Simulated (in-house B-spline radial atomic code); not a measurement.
# LDA exchange-only excitations of the magnesium ion Mg⁸⁺

Method: LDA exchange-only. Computed with an all-electron radial atomic-structure program (B-spline basis): linear response of the closed shell [He] 2s2 with the functional's adiabatic kernel; scalar-relativistic (spin-free one-electron X2C), finite nucleus, no spin-orbit coupling, no double excitations, S, P, D and F terms only.

Command:
```bash
python run_td.py task.json out
```
Settings (radii: box in bohr, nucleus in fm):
```
Z                        12
electrons                4
configuration            [He] 2s2
hamiltonian              x2c
method                   lda,
box_radius               11.59
rms_radius               3.057
intervals                71
```

Cost of the run: 0.2 s on 1 thread of Arm Neoverse N1, with other jobs on the host.

The lowest states, in the order of their Tamm-Dancoff energies; the method's threshold (minus the highest occupied level) is 306.47 eV. Labels give the largest channel, * marks a mixed state, and oscillator strengths are full-response dipole values. Semilocal kernels can invert the small singlet-triplet splittings of Rydberg terms. Energies in eV:

```tsv
state	full response	Tamm-Dancoff	oscillator strength
2s → 2p 3P	13.616	15.397	-
2s → 2p 1P	31.10	32.78	0.296
2s → 3s 3S	184.72	184.74	-
2s → 3s 1S	188.48	188.52	-
2s → 3p 3P	191.33	191.35	-
2s → 3p 1P	192.69	192.69	0.558
2s → 3d 3D	195.69	195.73	-
2s → 3d 1D	?	?	-
2s → 4s 3S	242.69	242.69	-
2s → 4s 1S	243.81	243.82	-
2s → 4p 3P	245.39	245.40	-
2s → 4p 1P	245.82	245.82	0.144
2s → 4d 3D	247.53	247.55	-
2s → 4d 1D	248.45	248.45	-
2s → 4f 3F	249.90	249.90	-
2s → 4f 1F	?	?	-
```

(1) Where does 2s → 4f 1F lie?

(2) Where does 2s → 3d 1D lie?

(3) How large is the singlet-triplet splitting of 2s → 2p (P terms) in Tamm-Dancoff?

(4) What polarisabilities and dispersion coefficient does the method give?

Results:

(1) At 250.04 eV in full response, 250.04 eV in Tamm-Dancoff.

(2) At 198.76 eV in full response, 198.76 eV in Tamm-Dancoff.

(3) 17.4 eV, from the unrounded values.

(4) Dipole 0.2443 bohr³, quadrupole 0.02649 bohr⁵, C6 0.05803 hartree·bohr⁶ for two such species.
